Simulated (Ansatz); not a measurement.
Start from `[O]=[Mo](=[O])([OH])[Cl]` and change one element to get `[O]=[W](=[O])([OH])[Cl]`.

Ansatz, PBE0-D4/def2-TZVP geometries, multiplicity 1. Each molecule was computed in one conformer, which needn't be the lowest.

Elements past krypton have def2 core potentials.

| property | `[O]=[Mo](=[O])([OH])[Cl]` |
| --- | --- |
| HOMO energy (PBE0/def2-TZVPP) / eV | -9.57 |
| size of the dipole moment (PBE/def2-TZVPP) / D | 2.72 |
| HOMO energy (ωB97M-V/def2-TZVPP) / eV | -11.88 |
| LUMO energy (PBE/def2-TZVPP) / eV | -3.62 |
| LUMO energy (ωB97M-V/def2-TZVPP) / eV | -0.82 |
| zero-point energy (PBE0-D4/def2-TZVP) / kJ/mol | 56.1 |

Problem. Give the same properties after the change, and the shifts. (Best estimate.)

Solution. Computed: 
```json
{"property": "HOMO energy (PBE0/def2-TZVPP) / eV", "`[O]=[W](=[O])([OH])[Cl]`": "-9.33", "shift": "0.24"}
{"property": "size of the dipole moment (PBE/def2-TZVPP) / D", "`[O]=[W](=[O])([OH])[Cl]`": "3.08", "shift": "0.36"}
{"property": "HOMO energy (ωB97M-V/def2-TZVPP) / eV", "`[O]=[W](=[O])([OH])[Cl]`": "-11.68", "shift": "0.20"}
{"property": "LUMO energy (PBE/def2-TZVPP) / eV", "`[O]=[W](=[O])([OH])[Cl]`": "-3.09", "shift": "0.53"}
{"property": "LUMO energy (ωB97M-V/def2-TZVPP) / eV", "`[O]=[W](=[O])([OH])[Cl]`": "-0.24", "shift": "0.58"}
{"property": "zero-point energy (PBE0-D4/def2-TZVP) / kJ/mol", "`[O]=[W](=[O])([OH])[Cl]`": "55.3", "shift": "-0.8"}
```

With PBE0 the HOMO rises by 0.24 eV and the LUMO rises by 0.59 eV, so the gap widens by about 0.35 eV. PBE moves the HOMO by 0.24 eV and ωB97M-V by 0.20 eV. Dipoles are sizes alone; their direction can turn.
